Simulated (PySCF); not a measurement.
## From computed data to an observable: refractive index and permittivity of the vapour

Si(F)2(OH)2 (F2H2O2Si), SMILES O[Si](F)(F)O.

Geometry optimised at ωB97X-D3(BJ)/def2-SVP. Other conformers were not sampled.

B3LYP/def2-TZVP in PySCF gives a mean static polarisability of 28.0 bohr³ and a dipole moment of 2.48 D. Take an ideal gas at 298.15 K and 1 bar, whether or not the substance is that volatile.

Problem. Work out n − 1 in the optical limit and the static ε − 1.

Solution. 
Polarisability volume α' = 28.0 × 0.148185 = 4.15 Å³. Number density N = p/kT = 2.43e-5 Å⁻³.
Dilute limit of Lorentz–Lorenz: n − 1 = 2π N α' = 0.00063.
Orientation term of Debye: μ²/(3kT) = 8.098 Å³ × μ²(D²) = 49.80 Å³.
ε − 1 = 4π N (α' + μ²/3kT) = 0.016. Orientation of the dipole supplies 92 % of the static response; it can't follow optical fields. Vibrational polarisation and dispersion are left out.
